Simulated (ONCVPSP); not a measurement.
Ranking ONCV potentials for C

All share these settings but for the change named:

```
Element                 : carbon (C)
Generator               : ONCVPSP 4.0.1
Type                    : optimised norm-conserving Vanderbilt (ONCV)
Functional              : PBE
Relativity              : non-relativistic
Frozen core             : [He]
Valence charge          : 4
Reference configuration : 2s2 2p2
Partial waves           : 2s: rc 0.95 bohr, ncon 4, nbas 8, qcut 8.2 1/bohr, local; 2p: rc 1.85 bohr, ncon 4, nbas 8, qcut 7.3 1/bohr, 3 projectors, debl 0.3 Ha
Local potential         : the s channel
Core correction         : Teter function, fcfact 4.75, rcfact 1.35
```

Test errors are all-electron minus pseudo excitation energies from the reference, over 2s2 2p1; 2s2 2p0; 2s1 2p0; 2s2 2p1.5. None of these files shows a bound ghost.

The base gives 519.7 meV.

Of 9 variants that were run, those that failed, showed a ghost or another fault, or gave nearly equal values are left out.

A variant can come out equal or close to the base, since the largest error may sit in a test that the change hardly touches while other tests move.

Problem. Rank these variants by their largest absolute test error, smallest first.
A. p: rc 1.8
B. p: rc 2.14
C. p: rc 2.74
D. p: rc 1.96
E. p: rc 1.5

Solution. E (378.2 meV), A (495.2 meV), D (579.6 meV), B (677.6 meV), C (1221.8 meV).
